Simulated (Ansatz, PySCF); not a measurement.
Caution: the highest occupied level lies above zero, so the state may not be bound. This singlet lies 0.85 eV below the relaxed triplet at the level B3LYP/aug-cc-pVTZ // PBE0-D3(BJ)/def2-TZVPD (Ansatz, a first-principles code).

```xyz
6

N      2.4921    -0.0008    -0.4949
C      1.4150    -0.1004    -0.0612
B      0.0552    -0.2896     0.6735
N     -1.0295     0.0445    -0.1746
H     -0.9538     0.3668    -1.1373
H     -1.9790    -0.0204     0.1398
```

Charge -1, multiplicity 1.

Task: Give the Mulliken and meta-Löwdin atomic charges from PySCF with PBE0-D3(BJ)/def2-TZVPD.

Result: 
```json
[
 {"atom": "N1", "Mulliken (e)": "-0.46", "meta-Löwdin (e)": "-0.36"},
 {"atom": "C2", "Mulliken (e)": "0.41", "meta-Löwdin (e)": "0.01"},
 {"atom": "B3", "Mulliken (e)": "-1.17", "meta-Löwdin (e)": "-0.56"},
 {"atom": "N4", "Mulliken (e)": "-0.04", "meta-Löwdin (e)": "-0.47"},
 {"atom": "H5", "Mulliken (e)": "0.22", "meta-Löwdin (e)": "0.17"},
 {"atom": "H6", "Mulliken (e)": "0.04", "meta-Löwdin (e)": "0.22"}
]
```
